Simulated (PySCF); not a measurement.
Two species compared at the same levels of theory.

First species: C3H11NOSi2.
SMILES: `C=C(C)[Si@H](N)O[SiH3]`

Second species: C3H11NOSi2.
Geometry (GFN2-xTB, Å), atoms numbered from 1 in this order:
```
atom  x, y, z in Å
C1    -3.2738    0.0855   -0.0255
N2    -2.2933   -0.7000    0.6950
Si3   -0.6947   -0.1414    0.9865
C4     0.2954    0.2432   -0.6449
O5    -0.3317    0.7323   -1.5716
Si6    2.1690   -0.1594   -0.9072
C7     3.1146    0.3985    0.6399
H8    -4.2748   -0.3017    0.1714
H9    -3.2220    1.1148    0.3222
H10   -3.1004    0.0834   -1.1058
H11   -2.4084   -1.6850    0.5039
H12   -0.0226   -1.2246    1.7011
H13   -0.7994    1.1183    1.7226
H14    2.6371    0.5235   -2.1130
H15    2.2573   -1.6174   -1.0628
H16    2.7076   -0.0610    1.5365
H17    4.1623    0.1215    0.5724
H18    3.0691    1.4759    0.7734
```

Levels: B3LYP/def2-SVPD for dipole moment, HOMO energy, LUMO energy, HOMO–LUMO gap, static isotropic polarisability and electronic spatial extent ⟨r²⟩ about the centre of nuclear charge; TDDFT B3LYP/def2-SVPD for lowest singlet excitation; TDA B3LYP/def2-SVPD for lowest triplet excitation (Tamm–Dancoff); GFN2-xTB for rotational constant A and rotational constant C. Geometries: GFN2-xTB. Each species is one conformer at its optimised geometry, gas phase, non-relativistic unless stated; the electronic structure was computed with PySCF and density fitting.

Dipoles, sizes and rotational constants follow the conformer. The torsions of the flexible species, by atom-mapped SMILES:
- `[CH2:1]=[C:2]([CH3:3])[Si@H:4]([NH2:5])[O:6][SiH3:7]`: C1–C2–Si4–N5 129°, C2–Si4–O6–Si7 42°, H–N5–Si4–C2 -165°, H–N5–Si4–C2 57°
- `[CH3:1][NH:2][SiH2:3][C:4](=[O:5])[SiH2:6][CH3:7]`: C1–N2–Si3–C4 -60°, N2–Si3–C4–O5 37°, Si3–C4–Si6–C7 -46°

Values for the first species:

| Property | Result |
| --- | --- |
| Dipole moment | 1.37 D |
| HOMO energy | -7.22 eV |
| LUMO energy | -0.33 eV |
| HOMO–LUMO gap | 6.89 eV |
| Lowest singlet excitation | 5.89 eV |
| Lowest triplet excitation (Tamm–Dancoff) | 4.36 eV |
| Static isotropic polarisability | 98.0 au |
| Electronic spatial extent ⟨r²⟩ about the centre of nuclear charge | 1401 bohr² |
| Rotational constant A | 2.700 GHz |
| Rotational constant C | 0.871 GHz |

Question: Estimate the same properties for the second species, and the change in each.

Answer: 
```json
{"property": "dipole moment", "first": "1.37 D", "second": "1.84 D", "second less first": "+0.47 D"}
{"property": "HOMO energy", "first": "-7.22 eV", "second": "-5.72 eV", "second less first": "+1.50 eV"}
{"property": "LUMO energy", "first": "-0.33 eV", "second": "-1.99 eV", "second less first": "-1.66 eV"}
{"property": "HOMO–LUMO gap", "first": "6.89 eV", "second": "3.73 eV", "second less first": "-3.16 eV"}
{"property": "lowest singlet excitation", "first": "5.89 eV", "second": "2.22 eV", "second less first": "-3.67 eV"}
{"property": "lowest triplet excitation (Tamm–Dancoff)", "first": "4.36 eV", "second": "1.62 eV", "second less first": "-2.74 eV"}
{"property": "static isotropic polarisability", "first": "98.0 au", "second": "104.2 au", "second less first": "+6.2 au"}
{"property": "electronic spatial extent ⟨r²⟩ about the centre of nuclear charge", "first": "1401 bohr²", "second": "1617 bohr²", "second less first": "+216 bohr²"}
{"property": "rotational constant A", "first": "2.700 GHz", "second": "3.550 GHz", "second less first": "+0.850 GHz"}
{"property": "rotational constant C", "first": "0.871 GHz", "second": "0.737 GHz", "second less first": "-0.134 GHz"}
```

On the first: The polarisability is 14.52 Å³ as a volume (1 au = 0.148185 Å³), or 1.36 au for each of the 72 electrons. The vertical singlet–triplet gap S1 − T1 is 1.53 eV (TDDFT singlet less Tamm–Dancoff triplet; S1: HOMO→LUMO, weight 0.96; T1: HOMO−1→LUMO, weight 0.84).

On the second: 1 of the 8 computed singlets lies in the visible range (750 to 380 nm, 1.65 to 3.26 eV), with an oscillator strength of 0.001. A dipole of 1.84 D is allowed in C1, and pure rotational transitions are dipole-allowed.
